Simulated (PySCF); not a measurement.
Vertical excitations of a molecule C2H5ClGe from TDA-PBE/def2-SVPD run with PySCF 2.14.0, as energy in eV (oscillator strength): 5.71 (0.014), 5.77 (0.001), 5.89 (0.004), 6.34 (0.025), 6.36 (0.013), 6.68 (0.002), 6.85 (0.000), 7.09 (0.030), 7.13 (0.007), 7.13 (0.003). Lowest triplet (TDA): 4.36 eV. Geometry optimised at r2SCAN-D4/def2-SVP. One conformer was computed; it need not be the lowest.

Q: Identify the compound among the candidates.
A. C=[C](Cl)[GeH3]
B. Cl/C=[CH]/[GeH3]
C. C=[CH][GeH2][Cl]

A: C, C=[CH][GeH2][Cl]
